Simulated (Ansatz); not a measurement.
Cost and result for the atomization energy of Cl$_{2}$GaHO, SMILES `[OH][Ga]([Cl])[Cl]` (5 atoms, 4 bonds).

The species carries charge 0 and has multiplicity 1. Correlated methods include outer-core shells of Ga, which these sets cover unevenly. Scalar relativity is left out up to krypton. All single points use the PBE0-D4/def2-TZVP geometry. It is one conformer, not always the lowest. Program: Ansatz. All runs use 2 threads of a server CPU on a shared host. Times are those of one run each, without the atoms' runs, and a repeat can differ threefold. Electronic energies, without spin–orbit coupling; frozen cores. CCSD(T)/CBS adds CCSD(T) − MP2 in def2-TZVPP to the MP2 limit, and its time is that of the two runs behind it. T1 = 0.012. With those shells the extrapolation isn't a true limit.

CCSD(T)/CBS is a level of theory with its own doubt, some kJ/mol a heavy atom from the limit and from the frozen cores, so smaller differences don't rank the functionals.

```
                             level  functions  wall time  atomization (kcal/mol)  difference from CCSD(T)/CBS  per bond
            LDA (SPW92)/def2-TZVPP        177      2.1 s                   436.2                         58.4      14.6
   PBE-D4/def2-TZVPP (with forces)        177      4.5 s                   380.0                          2.2       0.5
                PBE0-D4/def2-TZVPP        177        6 s                   371.4                         -6.4      -1.6
                  CCSD(T)/def2-SVP         87        6 s                   348.3                        -29.5      -7.4
               BHLYP-D4/def2-TZVPP        177        7 s                   352.2                        -25.6      -6.4
           CAM-B3LYP-D4/def2-TZVPP        177        7 s                   368.6                         -9.2      -2.3
               PBE-QIDH/def2-TZVPP        177      9.5 s                   375.4                         -2.4      -0.6
r2SCAN-D4/def2-TZVPP (with forces)        177       10 s                   378.9                          1.1       0.3
             r2SCANh-D4/def2-TZVPP        177       11 s                   374.7                         -3.1      -0.8
                ωB97X-V/def2-TZVPP        177       15 s                   376.3                         -1.5      -0.4
                    MP2/def2-QZVPP        316       28 s                   392.3                         14.5       3.6
                CCSD(T)/def2-TZVPP        177      120 s                   367.6                        -10.2      -2.5
                 CCSD(T)/CBS(def2)          –    2.5 min                   377.8                          0.0       0.0
```

The D4 term adds +5.1 kcal/mol with B3LYP and +2.7 kcal/mol with PBE0; it sums over pairs of atoms, weighted by their polarisabilities, and B3LYP, whose exchange is more repulsive, gets the larger term. Leaving LDA and LC-ωPBE aside and taking each functional with its dispersion term where it has one, the values spread over 27.8 kcal/mol, from BHLYP-D4 to PBE-D4. LDA lies +59.4 kcal/mol from PBE without D4, its usual overbinding. From r2SCAN to r2SCAN0 (25 % exact exchange), in def2-TZVPP and without D4, the atomization energy moves by −10.4 kcal/mol: exact exchange takes away binding that semilocal exchange gives to molecules.

B3LYP here is the variant with VWN-RPA as its local correlation; programs differ in this.
